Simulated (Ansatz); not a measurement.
Total energies of SnBr2⁺ from Ansatz at r2SCAN-D4/def2-TZVP, gas phase (1 Eh = 27.2114 eV = 2625.5 kJ/mol). The reference geometry is relaxed at B3LYP-D4/def2-TZVP.

```xyz
3

Sn   -1.3587    0.2122    0.4126
Br    0.8348   -1.1562    0.8458
Br    0.5238    0.9440   -1.2583
```

| state | geometry | energy (Eh) |
| --- | --- | --- |
| charge 1 doublet | reference | -5362.44105 |
| charge 0 singlet | reference | -5362.75183 |
| charge 1 quartet | relaxed at B3LYP-D4/def2-TZVP | -5362.32027 |

In the def2 sets Sn takes a core potential; there is no spin–orbit coupling.

(1) Work out the vertical electron affinity, to the singlet.

(2) Which of the charge 1 states is lowest, and how far above it are the others?

(1) E(charge 1 doublet) − E(charge 0 singlet) = -5362.44105 − (-5362.75183) = 0.31078 Eh = 8.46 eV.

(2) The doublet. quartet: -5362.32027 − (-5362.44105) = 0.12078 Eh = 317.1 kJ/mol.

The structure comes from a short search, and lower isomers may exist.
